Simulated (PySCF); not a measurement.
# Polarisability of [Cu(N2)2]+

Species: [Cu(N2)2]+ (charge +1 and singlet state).
Geometry (PBE0-D3(BJ)/def2-SVP, Å), atoms numbered from 1 in this order:
```
atom  x, y, z in Å
Cu1   -0.008   -0.006    0.000
N2     0.000    0.009    1.913
N3     0.009    0.019    3.010
N4    -0.004   -0.011   -1.913
N5     0.002   -0.012   -3.010
```

Level: wB97X-D/def2-SVPD (PySCF), static field, nuclei fixed, core orbitals frozen in the response. The polarisability tensor in these axes (au):

```
x   24.75  0.00  0.03
y    0.00 24.75  0.16
z    0.03  0.16 54.74
```

Q: Diagonalise the tensor; give its mean and Δα, where Δα² is half the sum of the squared differences of the eigenvalues.

A: Principal values 24.75, 24.75 and 54.75 au; mean 34.75 au = 5.15 Å³ = 5.73 × 10⁻⁴⁰ C²·m²/J; Δα = 30.00 au (86 % of the mean).

Q: Give the eigenvalues of the traceless quadrupole moment Θ = ½Σq(3rr − r²1), origin at the centre of nuclear charge.

A: -6.42, -6.42, 12.84 D·Å. The values depend on the origin, since the species is charged. The electronic extent ⟨r²⟩ about the same centre is 692 bohr², a root-mean-square distance of 1.86 Å for the 56 electrons.

Q: Sum over states: ᾱ = Σ f/ω², ω in Eh. What share falls to these 15 lowest TDDFT singlets (eV, f)? 5.87, 0.0272; 5.87, 0.0272; 6.32, 0.0000; 6.32, 0.0000; 6.38, 0.0000; 6.38, 0.0000; 6.38, 0.0000; 6.49, 0.0165; 6.49, 0.0165; 6.79, 0.0000; 6.85, 0.0000; 6.85, 0.0000; 6.87, 0.0000; 6.87, 0.0000; 6.95, 0.0009.

A: They add up to 1.77 au, 5.1 % of the 34.75 au; the largest single term is 0.58 au, from the state at 5.87 eV. Terms in order: 0.58, 0.58, 0.00, 0.00, 0.00, 0.00, 0.00, 0.29, 0.29, 0.00, 0.00, 0.00, 0.00, 0.00, 0.01 au. Higher excitations give the rest. The strengths listed sum to 0.088.

Q: What depolarisation ratio follows for Rayleigh scattering of linearly polarised light, taking the static tensor?

A: ρ = 3Δα²/(45ᾱ² + 4Δα²) = 2699.2/(54337 + 3598.9) = 0.0466.

Geometry: PBE0-D3(BJ)/def2-SVP; no solvent, vibrations or thermal averaging.

wB97X-D is run here without its empirical dispersion term; that term would change no orbital, density or response property at a fixed geometry.
